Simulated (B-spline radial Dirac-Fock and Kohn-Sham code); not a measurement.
## EELS cross sections of the Zn M3 edge

System: atomic zinc, configuration [Ar] 3d10 4s2. Method: the first Born approximation with generalised oscillator strengths from a Dirac-Hartree-Slater potential (longitudinal and transverse terms; continuum final states only, so no white lines or fine structure). Computed with an atomic code on a B-spline grid. The edge is taken at 88.60 eV (tabulated value).

Input of the calculation (task.json; shells as n, l, electrons):

```json
{"items": [{
  "Z": 30,
  "q": 0,
  "cfg": [[1, 0, 2], [2, 0, 2], [2, 1, 6], [3, 0, 2], [3, 1, 6], [3, 2, 10], [4, 0, 2]],
  "A": 64,
  "rrms": 3.9283,
  "do": "eels",
  "beams": [[60, 5], [60, 10], [60, 20], [60, 100], [80, 5], [80, 50], [100, 20], [100, 50], [100, 100], [120, 50], [120, 100], [200, 5], [200, 20], [200, 50]],
  "edges": {"M3": 88.6}
}]}
```

Launch: `python xray2_run.py task.json out`

Edge shape dσ/dE in barn per eV:

| E − edge (eV) | 80 kV, 50 mrad | 100 kV, 50 mrad | 200 kV, 50 mrad |
| --- | --- | --- | --- |
| 1 | 582 | 501 | 332 |
| 3 | 554 | 476 | 315 |
| 6 | 503 | 433 | 286 |
| 10 | 437 | 377 | 249 |
| 15 | 372 | 321 | 212 |
| 20 | 328 | 283 | 187 |
| 30 | 286 | 248 | 164 |
| 40 | 276 | 239 | 159 |
| 50 | 274 | 238 | 159 |
| 65 | 271 | 235 | 157 |
| 80 | 262 | 228 | 153 |
| 100 | 241 | 211 | 142 |
| 125 | 208 | 183 | 125 |
| 150 | 174 | 154 | 106 |
| 200 | 119 | 107 | 75.8 |
| 250 | 80.3 | 73.8 | 54.3 |
| 300 | 55.0 | 51.4 | 39.7 |

For the first setting the maximum lies 1 eV above the edge. The intensity 300 eV above the edge is 9.5 % of the maximum.
